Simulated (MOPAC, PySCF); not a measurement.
H4OSSi, SMILES `O[SiH2]S` (H–O–Si–S torsion -52°, O–Si–S–H torsion -65°), neutral singlet in the gas phase. 

Cartesian coordinates (Å):
```xyz
7

O     -0.8649    -0.9007     0.8367
Si    -0.0052     0.4101     0.3480
S      0.6687     0.2822    -1.6715
H     -1.6006    -1.1750     0.2863
H      1.1253     0.4862     1.2969
H     -0.8124     1.6557     0.3506
H      1.4891    -0.7584    -1.4471
```
Charge 0, spin multiplicity 1.

All levels are single points at this geometry (PBE0-D4/def2-TZVP); Pople sets use spherical d functions. Orbital energies aren't observables, and empty levels follow the basis.

```json
[
 {"level": "B3LYP-D3(BJ)/def2-TZVP in PySCF", "HOMO (eV)": "-7.44", "LUMO (eV)": "-0.01", "gap (eV)": "7.43", "dipole (D)": "0.84", "vertical IE, Delta-SCF (eV)": "10.03"},
 {"level": "PBE-D3(BJ)/def2-TZVP in PySCF", "HOMO (eV)": "-6.45", "LUMO (eV)": "-0.60", "gap (eV)": "5.85", "dipole (D)": "0.88", "vertical IE, Delta-SCF (eV)": "9.80"},
 {"level": "PBE0-D4/def2-TZVP in PySCF", "HOMO (eV)": "-7.70", "LUMO (eV)": "0.27", "gap (eV)": "7.97", "dipole (D)": "0.84", "vertical IE, Delta-SCF (eV)": "10.03"},
 {"level": "B3LYP/6-311+G** in PySCF", "HOMO (eV)": "-7.51", "LUMO (eV)": "-0.57", "gap (eV)": "6.94", "dipole (D)": "0.66", "vertical IE, Delta-SCF (eV)": "–"},
 {"level": "B3LYP/6-31G* in PySCF", "HOMO (eV)": "-7.31", "LUMO (eV)": "0.55", "gap (eV)": "7.86", "dipole (D)": "0.94", "vertical IE, Delta-SCF (eV)": "9.99"},
 {"level": "B3LYP/LANL2DZ in PySCF", "HOMO (eV)": "-7.56", "LUMO (eV)": "0.44", "gap (eV)": "8.00", "dipole (D)": "0.59", "vertical IE, Delta-SCF (eV)": "–"},
 {"level": "BP86/6-31G* in PySCF", "HOMO (eV)": "-6.43", "LUMO (eV)": "-0.18", "gap (eV)": "6.25", "dipole (D)": "1.02", "vertical IE, Delta-SCF (eV)": "–"},
 {"level": "PM6 in MOPAC", "HOMO (eV)": "-9.60", "LUMO (eV)": "-0.24", "gap (eV)": "9.36", "dipole (D)": "1.12", "vertical IE, Delta-SCF (eV)": "–"},
 {"level": "PM7 in MOPAC", "HOMO (eV)": "-9.63", "LUMO (eV)": "-0.94", "gap (eV)": "8.69", "dipole (D)": "0.19", "vertical IE, Delta-SCF (eV)": "–"}
]
```
